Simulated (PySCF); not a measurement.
Coordinates in bohr (charge 0 multiplicity 1):
```
Te    0.0000    0.0000    0.6861
Cl    3.4595    0.0000   -2.2006
Cl    0.0000    4.6770    0.9251
Cl   -3.4595    0.0000   -2.2006
Cl    0.0000   -4.6770    0.9251
```

Level of theory: PBE/[Te def2-SVP with ECP28, Cl def2-SVP], scalar-relativistic core potentials, density fitting, no spin–orbit coupling, PySCF.

This geometry of TeCl4 is a stationary point at this level.

What is the point group?

C2v.

Is it a minimum?

Yes: all harmonic wavenumbers are real.

What are the dipole moment and the gap between the highest occupied and lowest empty levels?

1.08 D and 2.63 eV.

Give the ideal-gas entropy at 298.15 K and 1 bar by parts.

translation 178.7, rotation 120.6, vibration 94.2, spin 0.0; total 393.4 J/(mol K).

What is the atomisation energy, with and without zero-point energy?

1010 kJ/mol without, 999 kJ/mol with.
